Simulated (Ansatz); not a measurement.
`S[SiH2][TeH]` + H₂O → `O[SiH2]S` + H₂Te  (formal hydrolysis of the Si–Te bond)

Calculated with Ansatz (gas phase, PBE0-D4/def2-TZVP geometries, no zero-point term in ΔE). CCSD(T)/CBS adds triple-zeta CCSD(T) − MP2 to the extrapolated MP2 energy (def2 sets, frozen cores). This one scheme is used for every species. Functionals use def2-TZVPP. def2 core potentials past Kr. For Te outer-core shells are correlated without core-valence functions, which leaves a few kJ/mol of doubt a bond. One conformer a species, not always the lowest.

`S[SiH2][TeH]`:

Z-matrix (Å, degrees):
```
Si
Te 1 2.496
S 1 2.132 2 109.4
H 1 1.482 2 112.9 3 115.0
H 1 1.484 2 107.9 3 -123.5
H 2 1.659 1 91.3 3 150.9
H 3 1.344 1 94.6 2 -57.3
```

H₂O:

```xyz
3

O     0.073    0.072    0.375
H    -0.745   -0.251   -0.009
H     0.672    0.179   -0.367
```

`O[SiH2]S`:

Cartesian coordinates in Å:
```
O -0.729 -0.954 0.904
Si -0.312 0.425 0.116
S 1.162 0.127 -1.396
H -0.977 -1.708 0.367
H -1.446 1.017 -0.636
H 0.173 1.328 1.181
H 2.128 -0.236 -0.535
```

H₂Te:

```xyz
3

Te    0.625   -0.434   -0.157
H    -0.057    0.170    1.225
H    -0.569    0.264   -1.067
```

| species | r2SCAN0-D4 energy (Eh) |
| --- | --- |
| `S[SiH2][TeH]` | -958.19720 |
| H₂O | -76.41199 |
| `O[SiH2]S` | -765.33817 |
| H₂Te | -269.28565 |

**Question.** Work out ΔE.

**Answer.** ΔE = (-765.33817) + (-269.28565) − (-958.19720) − (-76.41199) = -0.01463 Eh = -0.40 eV. CCSD(T)/CBS gives -0.34 eV.

Largest T1 diagnostic among the species: 0.011.

Leaving LDA and LC-ωPBE aside and taking each functional with its dispersion term where it has one, the values, not all of them listed here, spread over 0.26 eV, from CAM-B3LYP-D4 to revPBE-D4. LDA lies −0.05 eV from PBE without D4. At CCSD(T), def2-SVP lies −0.09 eV from the extrapolated value and def2-TZVPP −0.11 eV.
